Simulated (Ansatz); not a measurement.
Total energies of terrylene (C₃₀H₁₆) from Ansatz at B3LYP-D4/def2-TZVP, gas phase (1 Eh = 27.2114 eV = 2625.5 kJ/mol). The reference geometry is relaxed at r2SCAN-D4/def2-SVP.

```csv
state,geometry,energy (Eh)
charge 0 singlet,reference,-1153.44298
charge 1 doublet,reference,-1153.21803
charge -1 doublet,reference,-1153.50299
free C atom (triplet),–,-37.85948
free H atom (doublet),–,-0.50215
```

B3LYP takes the VWN-RPA correlation. Single mean-field runs in def2-TZVP are fitted with def2-universal-jkfit.

Question: Work out the vertical ionisation energy to the doublet.

Answer: E(charge 1 doublet) − E(charge 0 singlet) = -1153.21803 − (-1153.44298) = 0.22495 Eh = 6.12 eV. For comparison, −ε of the highest occupied level is 4.85 eV at this level, 1.27 eV less.

Question: Work out the vertical electron affinity, to the doublet.

Answer: E(charge 0 singlet) − E(charge -1 doublet) = -1153.44298 − (-1153.50299) = 0.06001 Eh = 1.63 eV. The basis lacks diffuse functions, which makes affinities too small.

Question: Give the fundamental gap IE − EA, the Mulliken electronegativity (IE + EA)/2 and the hardness (IE − EA)/2.

Answer: From the values in Eh: IE − EA = 0.22495 − 0.06001 = 0.16494 Eh = 4.49 eV; (IE + EA)/2 = 3.88 eV; (IE − EA)/2 = 2.24 eV. The HOMO–LUMO gap of the same run is 2.14 eV, 2.35 eV smaller than the fundamental gap.

Question: What is the binding energy per atom against free atoms?

Answer: Atoms: 30 × (-37.85948) + 16 × (-0.50215) = -1143.81880 Eh. Binding: -1143.81880 − (-1153.44298) = 9.62418 Eh = 261.89 eV, or 5.69 eV for each of 46 atoms (no zero-point energy, no counterpoise term).
